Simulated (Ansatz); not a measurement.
Reaction (ligand exchange at a B–C bond): `OCB(F)Br` + HCl → `FB(Cl)Br` + CH₃OH

Computed with Ansatz on PBE0-D4/def2-TZVP structures; ΔE is electronic, products minus reactants. CBS: MP2 limit from def2 TZ/QZ plus the TZ coupled-cluster correction, frozen cores. This one scheme is used for every species. For Br outer-core shells are correlated without core-valence functions, which leaves a few kJ/mol of doubt a bond. Scalar relativity is left out up to krypton. Each species was taken in one conformer, which may not be the lowest.

| species | CCSD(T)/CBS(def2) energy (Eh) |
| --- | --- |
| `OCB(F)Br` | -2813.02601 |
| HCl | -460.38127 |
| `FB(Cl)Br` | -3157.81685 |
| CH₃OH | -115.61712 |

(1) Work out ΔE.

Largest T1 diagnostic among the species: 0.011.

Results:

(1) ΔE = (-3157.81685) + (-115.61712) − (-2813.02601) − (-460.38127) = -0.02669 Eh = -70.1 kJ/mol.
